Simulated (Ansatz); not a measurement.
Breaking the I1–H2 bond in HI (multiplicity 1 held). Energies count from the point at 1.615 Å.


Restricted levels (R-, RO-) in cc, def2 and unpolarised 6-31G sets keep to the state of the molecule at rest. U- levels take the lowest unrestricted solution at each point, which mixes spins at long bonds. Active spaces are followed from rest. Curves can end on different states.

Correlated levels freeze the cores. Filled d and f shells under p-block atoms count as core.

Run with Ansatz (an electronic-structure program) with Gaussian orbitals. Each number belongs to the level named beside it. In def2 rows elements past Kr take small-core potentials, without spin–orbit coupling.

```
level                                   energy at R = 6.462 Å (kcal/mol)
--------------------------------------  --------------------------------
R-HF/def2-TZVPP                                                   179.95
R-PBE/def2-TZVPP                                                  112.98
U-PBE/def2-TZVPP                                                   79.31
U-B3LYP/def2-TZVPP                                                 78.59
U-wB97X-V/def2-TZVPP                                               78.66
R-SCS-MP2/def2-TZVPP                                          (withheld)
SC-NEVPT2 on CASSCF(8,5)/def2-TZVPP                                76.17
FIC-MRCISD on CASSCF(8,5)/def2-TZVPP                               76.58
FIC-MRCISD+Q on CASSCF(8,5)/def2-TZVPP                             77.42
```

### Question
What belongs in the gaps?

### Answer

- R-SCS-MP2/def2-TZVPP, energy at R = 6.462 Å (kcal/mol): 26.29

Doubts at one or more of the structures used: a restricted determinant that unrestricted orbitals would lower (R-HF/def2-TZVPP, R-PBE/def2-TZVPP, R-SCS-MP2/def2-TZVPP); a spin-contaminated determinant (U-PBE/def2-TZVPP, U-B3LYP/def2-TZVPP, U-wB97X-V/def2-TZVPP).
